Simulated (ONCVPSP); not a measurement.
Configuration tests for Ti (ONCV)

```json
{
 "Element": "titanium (Ti)",
 "Generator": "ONCVPSP 4.0.1",
 "Type": "optimised norm-conserving Vanderbilt (ONCV)",
 "Functional": "PBE",
 "Relativity": "scalar-relativistic",
 "Frozen core": "[Ne]",
 "Valence charge": "12",
 "Reference configuration": "3s2 3p6 3d2 4s1 4p1",
 "Partial waves": "3s+4s: rc 1.95 bohr, ncon 4, nbas 8, qcut 5.9 1/bohr, 2 projectors; 3p+4p: rc 1.65 bohr, ncon 3, nbas 6, qcut 10 1/bohr, 2 projectors; 3d: rc 2.40 bohr, ncon 4, nbas 9, qcut 7.6 1/bohr, 2 projectors, debl 2.7 Ha",
 "Local potential": "polynomial inside 1.40 bohr (lpopt 3, dvloc0 0 Ha)",
 "Core correction": "Teter function, fcfact 5, rcfact 1.35"
}
```

Energies are relative to the spin-unpolarised reference configuration 3s2 3p6 3d2 4s1 4p1; without spin polarisation the order of configurations can differ from experiment.

(1) Give the all-electron excitation energy and the error of the potential for: 3s2 3p6 3d2 4s2 4p0; 3s2 3p6 3d2 4s1 4p0; 3s2 3p6 3d2 4s0 4p0; 3s2 3p6 3d1 4s2 4p0.

Levels in the configuration 3s2 3p6 3d2 4s1 4p0:

```json
{"level": "3s", "all-electron (eV)": "-69.918", "pseudo (eV)": "-69.937"}
{"level": "3p", "all-electron (eV)": "-46.152", "pseudo (eV)": "-46.164"}
{"level": "3d", "all-electron (eV)": "-11.368", "pseudo (eV)": "-11.379"}
{"level": "4s", "all-electron (eV)": "-10.351", "pseudo (eV)": "-10.350"}
```

Answers

(1)

```json
{"valence configuration": "3s2 3p6 3d2 4s2 4p0", "charge": "0", "ΔE all-electron (eV)": "-3.076", "error AE − PS (meV)": "-0.2"}
{"valence configuration": "3s2 3p6 3d2 4s1 4p0", "charge": "+1", "ΔE all-electron (eV)": "4.271", "error AE − PS (meV)": "-0.1"}
{"valence configuration": "3s2 3p6 3d2 4s0 4p0", "charge": "+2", "ΔE all-electron (eV)": "17.843", "error AE − PS (meV)": "-3.6"}
{"valence configuration": "3s2 3p6 3d1 4s2 4p0", "charge": "+1", "ΔE all-electron (eV)": "6.669", "error AE − PS (meV)": "+173"}
```
